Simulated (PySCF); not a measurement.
System: sum formula TiH$_{4}$S, net charge 0, singlet state. 
Structure (B3LYP-D3(BJ)/def2-TZVP (Ansatz) minimum search):
```
Ti
H 1 1.6947
H 1 1.6947 2 109.07
H 1 1.7008 2 111.17 3 -122.93
S 1 2.2651 2 108.10 3 117.32
H 5 1.3561 1 84.56 2 121.03
```

Dispersion corrections to the total energy (kcal/mol) from the dftd3 and dftd4 libraries through PySCF: D3(BJ) without and D4 with the three-body term, each with the damping fitted for the functional named.

```csv
functional,D3(BJ),D4
r2SCAN,[?],-0.62
PBE,-2.55,-2.71
HF,[?],-8.91
TPSSh,-3.11,-3.27
BLYP,-5.91,-5.84
BHLYP,-4.42,[?]
TPSS,-3.34,-3.63
```

Question: Complete the blanks.

Answer: 
- r2SCAN, D3(BJ): -0.68
- HF, D3(BJ): -23.57
- BHLYP, D4: -3.73
